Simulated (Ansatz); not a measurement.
C2H8GaNSi (`[GaH2][CH2]N1C[SiH2]1`), relaxed with RKS PBE0-D4/def2-TZVP in the Gaussian-basis code of Ansatz from a GFN2-xTB geometry. The force threshold is 0.005 eV/Å; the program also tests the step.

Total charge 0; spin multiplicity 1.

Start:

```xyz
13

Ga   -1.318    1.120    1.041
C     0.493    1.266    0.042
N     0.863    0.019   -0.540
C    -0.142   -0.824   -1.175
Si    1.070   -1.598    0.016
H    -1.610    0.063    2.216
H    -2.612    2.001    0.701
H     0.365    2.020   -0.758
H     1.313    1.615    0.686
H    -0.105   -0.841   -2.258
H    -1.172   -0.657   -0.800
H     0.501   -2.087    1.266
H     2.354   -2.097   -0.435
```

Question: How much energy does the relaxation release, and in how many steps? (Best estimate.)

Answer: Ansatz gave: 21.38 kJ/mol, in 18 steps.

Question: Which bonds change most? (Best estimate.)

Answer: Computed: Ga1–C2 from 2.074 to 1.996 Å; C4–Si5 from 1.868 to 1.836 Å; Ga1–H6 from 1.607 to 1.575 Å; Si5–H13 from 1.449 to 1.480 Å.

Question: Give the relaxed structure. (An estimate is asked.)

Answer: Ansatz gave: 
```xyz
13

Ga   -1.371    1.244    1.095
C     0.280    1.265   -0.028
N     0.781    0.007   -0.513
C    -0.061   -0.964   -1.227
Si    1.147   -1.567    0.018
H    -1.977   -0.105    1.638
H    -2.047    2.607    1.505
H     0.125    1.954   -0.869
H     1.055    1.744    0.586
H     0.075   -1.013   -2.306
H    -1.117   -0.995   -0.930
H     0.607   -2.084    1.300
H     2.502   -2.093   -0.269
```
